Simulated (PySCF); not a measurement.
Here is a job for PySCF.
```python
from pyscf import gto, scf

mol = gto.M(
    atom='''
C    -2.351200   -1.276742   -0.346431
O    -1.499053   -0.171473   -0.464038
Si    0.000320    0.003483    0.136743
C     0.004785    0.052126    2.046433
O     0.609654    1.364572   -0.508094
C     0.076563    2.658524   -0.452345
O     0.886091   -1.229137   -0.442674
C     2.271942   -1.411141   -0.353817
H    -1.836377   -2.192979   -0.637966
H    -2.704837   -1.380188    0.682198
H    -3.202708   -1.109507   -1.006855
H    -0.722912    0.762195    2.430162
H     0.976311    0.343143    2.436863
H    -0.236240   -0.918406    2.471831
H    -0.968744    2.658371   -0.763566
H     0.659356    3.285626   -1.127836
H     0.144734    3.057631    0.562497
H     2.800228   -0.518704   -0.691453
H     2.536044   -2.255737   -0.991076
H     2.564595   -1.628515    0.676203
''',
    basis='6-31g**',
    charge=1,
    spin=1,
    verbose=4,
)

mf = scf.UHF(mol)
mf = mf.density_fit(auxbasis='def2-universal-jkfit')
mf.kernel()
```

Q: Predict the number of basis functions from PySCF with DF-HF/6-31G**.

A: 176

Q: Give the total energy at the level DF-HF/6-31G**.

A: -671.732230 Ha

Q: Estimate the Mulliken (on the basis functions themselves) charges in atom order that DF-HF/6-31G** returns for this input.

A: C1 -0.04, O2 -0.69, Si3 1.59, C4 -0.58, O5 -0.69, C6 -0.04, O7 -0.69, C8 -0.04, H9 0.16, H10 0.13, H11 0.18, H12 0.25, H13 0.25, H14 0.25, H15 0.16, H16 0.18, H17 0.13, H18 0.16, H19 0.18, H20 0.13

Q: What HOMO energy does DF-HF/6-31G** give?

A: -16.21 eV

Q: Estimate the <S^2> that DF-HF/6-31G** returns for this input.

A: 0.778

These values belong to the state on which the SCF converged, which isn't shown to be the lowest.

Q: Roughly what does it cost on one core?

A: roughly 11 core-seconds.
